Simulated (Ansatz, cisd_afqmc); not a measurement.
Species: BBrF, charge 0, doublet. BBrF (SMILES F[B]Br, doublet).
B3LYP-D3(BJ)/def2-TZVP minimum from Ansatz (an electronic-structure program):
```
B
F 1 1.2996
Br 1 1.9196 2 123.02
```
Charge 0, spin multiplicity 2.

Atomisation energy term by term, kcal/mol (programs: Ansatz, cisd_afqmc). Radicals and triplets start from unrestricted determinants; spin-orbit coupling is neglected. Correlated methods leave the cores frozen (noble-gas shells, and filled d and f shells in the p block). No relativity. AFQMC/CISD: phaseless, guided by CISD from CCSD amplitudes; bars are statistical, one sigma. Outlying blocks are dropped, and bars are widened where a walk drifts. Over all cases where full CI ran beside it in this data, AFQMC minus full CI had a median of +0.1 mEh and passed +0.4 mEh in a tenth of the cases. CBS(X,Y): correlation extrapolated as X^-3, Hartree-Fock from the larger set (Q,5: extrapolated as (X+1)exp(-9√X)). A bracket is a step between two methods taken in the basis named. Where a partner has so few electrons that a lower coupled-cluster level is exact, that level stands in. Spin-orbit terms, left out, reach several kcal/mol for Br and I, and more for heavier atoms.

```csv
term,basis,kcal/mol
Hartree-Fock,"CBS(cc-pVQZ,cc-pV5Z)",177.71
CCSD correlation,"CBS(cc-pVQZ,cc-pV5Z)",48.60
(T),"CBS(cc-pVQZ,cc-pV5Z)",6.39
CCSDT(Q) - CCSD(T),cc-pVDZ,0.45
sum: De,,233.2
```

The step beyond CCSD(T) by other levels: AFQMC/CISD in cc-pVDZ 0.84 ± 0.26 kcal/mol.
